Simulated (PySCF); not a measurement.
# Unknown compound

An unknown has the formula C5H5ClO2Si. Its calculated NMR data are:

1H NMR (300 MHz, computed): δ 7.83 (m, 1H), 7.71 (m, 1H), 4.52 (s, 3H).

13C{1H} NMR (computed): δ 164.2 (C), 160.5 (CH), 153.2 (C), 136.2 (CH), 120.1 (C).

Theoretical values (PySCF 2.14): shieldings: GIAO PBE0/pcSseg-1, GFN2-xTB structure. Non-relativistic, one averaged value for each set of equivalent atoms, no solvent model, one computed conformer.

Shifts are taken against calculated references (same method and geometry level): 1H and 13C against TMS.

Q: Deduce the structure.

A: 
- Rings plus π bonds: 4 (1 ring in the answer).
- 5 carbon signals for 5 carbons: no two carbons are equivalent.
- Carbon types of the structure: 3 × C, 2 × CH, leaving 3 H on heteroatoms.
- δC 164.2: carbonyl carbon.
- δC 160.5: aromatic CH next to the ring oxygen.
- δC 153.2: substituted aromatic carbon next to the ring oxygen.
- δC 136.2: aromatic CH; the aromatic region.
- δC 120.1: substituted aromatic carbon.
- δH 7.83: hydrogen on an aromatic CH; ring current plus the deshielding of an ortho carbonyl group.
- δH 7.71: hydrogen on an aromatic CH next to the ring oxygen; the ring current deshields protons in the ring plane.

The compound is `c1c(C(=O)Cl)occ1[SiH3]`.

The data come from this structure; uniqueness wasn't tested.

Carbons that carry Cl, above all several Cl atoms, come out too deshielded, partly because spin–orbit coupling is missing. Shifts are as computed. Against solution values, carbons near 30 ppm lie about +3 ppm off and those near 130 ppm about +5 ppm; carbons on Cl a further +6 ppm. Of 1211 compounds with measured shifts, 218 miss one by over three times the rms of a fit or turn the order of signals round; such compounds aren't used in these exercises. No couplings were computed; multiplicities are counted from neighbouring protons, with m where these are inequivalent, close in shift, in a saturated or five-membered ring or joined by F or P, and br s for small geminal =CH2 splittings.
